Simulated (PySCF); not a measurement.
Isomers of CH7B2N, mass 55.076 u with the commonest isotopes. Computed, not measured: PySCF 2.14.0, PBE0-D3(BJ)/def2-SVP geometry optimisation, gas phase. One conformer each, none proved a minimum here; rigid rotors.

Problem. Order these by dipole moment, largest first.
A. `[BH2:1][CH2:2][BH:3][NH2:4]` with H–B1–C2–B3 -96° and 80°, B1–C2–B3–N4 94°
B. `[BH2:1][NH:2][BH:3][CH3:4]` with B1–N2–B3–C4 -179°
C. `BN(B)C`

Solution. A (2.37 D), B (1.71 D), C (1.57 D).

Problem. Order these by rotational constant C, smallest first.
A. `BN(B)C`
B. `[BH2:1][NH:2][BH:3][CH3:4]` with B1–N2–B3–C4 -179°
C. `[BH2:1][CH2:2][BH:3][NH2:4]` with H–B1–C2–B3 -96° and 80°, B1–C2–B3–N4 94°

Solution. B (3540 MHz), C (4386 MHz), A (4915 MHz).

Problem. Order these by rotational constant B, largest first.
A. `[BH2:1][CH2:2][BH:3][NH2:4]` with H–B1–C2–B3 -96° and 80°, B1–C2–B3–N4 94°
B. `[BH2:1][NH:2][BH:3][CH3:4]` with B1–N2–B3–C4 -179°
C. `BN(B)C`

Solution. C (9062 MHz), A (4659 MHz), B (3847 MHz).

| SMILES | point group | Ia (u·Å²) | Ib (u·Å²) | Ic (u·Å²) | κ | μa (D) | μb (D) | μc (D) |
| --- | --- | --- | --- | --- | --- | --- | --- | --- |
| BCBN | C1 | 30.07 | 108.48 | 115.22 | -0.96 | 2.07 | 0.24 | 1.12 |
| BN(B)C | near Cs | 50.23 | 55.77 | 102.82 | 0.61 | 1.57 | 0.02 | 0.02 |
| BNBC | – | 14.46 | 131.39 | 142.75 | -0.98 | 1.06 | 1.34 | 0.01 |
